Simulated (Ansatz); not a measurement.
Start from `C1=C[SiH2]O1` and change one atom or group to get `BC1=C[SiH2]O1`.

Ansatz, PBE0-D4/def2-TZVP geometries, multiplicity 1. 

```
                                          property  `C1=C[SiH2]O1`
                 HOMO energy (PBE/def2-TZVPP) / eV           -5.82
                HOMO energy (PBE0/def2-TZVPP) / eV           -7.03
              HOMO–LUMO gap (PBE0/def2-TZVPP) / eV            6.78
               HOMO energy (B3LYP/def2-TZVPP) / eV           -6.80
             HOMO energy (ωB97M-V/def2-TZVPP) / eV           -9.29
size of the dipole moment (ωB97M-V/def2-TZVPP) / D            1.16
```

What does the change do to each property? (Best estimate.)

The calculation gave: 
```tsv
property	`BC1=C[SiH2]O1`	shift
HOMO energy (PBE/def2-TZVPP) / eV	-6.19	-0.37
HOMO energy (PBE0/def2-TZVPP) / eV	-7.34	-0.31
HOMO–LUMO gap (PBE0/def2-TZVPP) / eV	4.77	-2.01
HOMO energy (B3LYP/def2-TZVPP) / eV	-7.11	-0.31
HOMO energy (ωB97M-V/def2-TZVPP) / eV	-9.55	-0.26
size of the dipole moment (ωB97M-V/def2-TZVPP) / D	1.71	0.55
```

With PBE0 the HOMO falls by 0.31 eV and the LUMO falls by 2.31 eV, so the gap narrows by about 2.00 eV. PBE moves the HOMO by -0.37 eV and ωB97M-V by -0.26 eV. The zero-point energy changes by 27.6 kJ/mol with +6 modes. Dipoles are sizes alone; their direction can turn.

B3LYP here is the variant with VWN-RPA as its local correlation; programs differ in this.
